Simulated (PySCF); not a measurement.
**Ta (tantalum, neutral) across methods**

[Xe] 4f14 5d3 6s1 7s1, high-spin 6F determinant (an excited configuration). Computed with PySCF 2.14 in aug-cc-pwCVTZ-PP with ECP60MDF (8s8p7d4f3g, 122 functions), with a scalar-relativistic core potential. The B2PLYP total includes its PT2 part (frozen core); its orbital energies are those of the SCF part.

```json
{"method": "PBE0", "E (hartree)": "-57.1134", "mean ε 6s α (eV)": "-9.499", "mean ε 5d α (eV)": "-9.413", "mean ε 7s α (eV)": "-1.810", "Σ⟨r²⟩ (bohr²)": "125.0", "⟨S²⟩": "8.752"}
{"method": "B97-3", "E (hartree)": "-57.1192", "mean ε 6s α (eV)": "-9.376", "mean ε 5d α (eV)": "-9.315", "mean ε 7s α (eV)": "-1.759", "Σ⟨r²⟩ (bohr²)": "125.8", "⟨S²⟩": "8.751"}
{"method": "LC-wPBE", "E (hartree)": "-57.1316", "mean ε 6s α (eV)": "-11.615", "mean ε 5d α (eV)": "-12.010", "mean ε 7s α (eV)": "-2.513", "Σ⟨r²⟩ (bohr²)": "126.9", "⟨S²⟩": "8.753"}
{"method": "PBE", "E (hartree)": "-57.1447", "mean ε 6s α (eV)": "-8.775", "mean ε 5d α (eV)": "-8.127", "mean ε 7s α (eV)": "-1.573", "Σ⟨r²⟩ (bohr²)": "123.6", "⟨S²⟩": "8.751"}
{"method": "B2PLYP", "E (hartree)": "-56.9351", "mean ε 6s α (eV)": "-10.035", "mean ε 5d α (eV)": "-10.485", "mean ε 7s α (eV)": "-1.849", "Σ⟨r²⟩ (bohr²)": "126.9", "⟨S²⟩": "8.752"}
{"method": "UHF", "E (hartree)": "-56.61772", "mean ε 6s α (eV)": "-11.234", "mean ε 5d α (eV)": "-12.737", "mean ε 7s α (eV)": "-2.252", "Σ⟨r²⟩ (bohr²)": "129.2", "⟨S²⟩": "8.756"}
{"method": "LDA", "E (hartree)": "-56.9670", "mean ε 6s α (eV)": "-8.998", "mean ε 5d α (eV)": "-8.058", "mean ε 7s α (eV)": "-1.569", "Σ⟨r²⟩ (bohr²)": "121.1", "⟨S²⟩": "8.750"}
```

Q: Estimate the same row for r2SCAN.

A: E (hartree) = -57.1552; mean ε 6s α (eV) = -9.000; mean ε 5d α (eV) = -8.531; mean ε 7s α (eV) = -1.510; Σ⟨r²⟩ (bohr²) = 124.1; ⟨S²⟩ = 8.752.

Energies and moments cover only the electrons outside the core potential. Spin-orbit coupling, absent here, splits the open shell strongly. The outer electron is Rydberg-like, and this basis confines it to a smaller radius and binds it less than a complete one would.
